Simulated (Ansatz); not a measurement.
A structure relaxed at PBE-D4/def2-SVP in Ansatz, charge 0, singlet:

Cartesian coordinates in Å:
```
Si -2.175 0.166 2.202
Si 0.862 1.526 0.410
Si 0.384 -0.764 0.356
Si 1.276 -0.450 -2.786
S 0.733 1.423 -1.867
S 1.136 -2.027 -1.165
S -0.920 -1.668 1.755
S -1.297 1.793 1.096
```

(1) Give its formula and point group.

(2) Summarise the bond lengths by kind (pairs closer than 1.2 times the sum of covalent radii, bridged metal pairs left out).

Results:

(1) the cluster Si₄S₄. Point group Cs (tolerance 0.1 Å).

(2) 8 × S–Si 2.11 to 2.28 Å; 1 × Si–Si 2.34 Å.

Another isomer (singlet) lies 0.64 eV lower at PBE0-D4/def2-TZVP; other spin states weren't run for this one.
